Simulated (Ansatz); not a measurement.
Basis sets compared for the cluster Zn3⁺ (the lowest doublet isomer of a short search). Charge 1, multiplicity 2. Geometry B3LYP/def2-TZVP. Ansatz on 4 threads of Arm Neoverse V2 on a shared host; times are rough, and most runs start from earlier orbitals.

```xyz
3

Zn    0.829   -0.265    2.518
Zn    0.010    0.002   -0.003
Zn   -0.839    0.262   -2.515
```

The structure comes from a short search, and lower isomers may exist.

| level | functions | energy (Eh) | HOMO (eV) | LUMO (eV) | wall time |
| --- | --- | --- | --- | --- | --- |
| PBE/def2-SVP | 93 | -5336.3441 | -9.03 | -8.48 | 1.1 s |
| PBE0/def2-SVP | 93 | -5336.4238 | -9.55 | -7.61 | 1.8 s |

(1) Estimate the rows for PBE/def2-TZVP, PBE0/def2-TZVP (with forces).

Answers

(1) 
```csv
level,functions,energy (Eh),HOMO (eV),LUMO (eV),wall time
PBE/def2-TZVP,144,-5337.1511,-9.39,-8.83,1.9 s
PBE0/def2-TZVP (with forces),144,-5337.1988,-9.86,-7.87,4 s
```
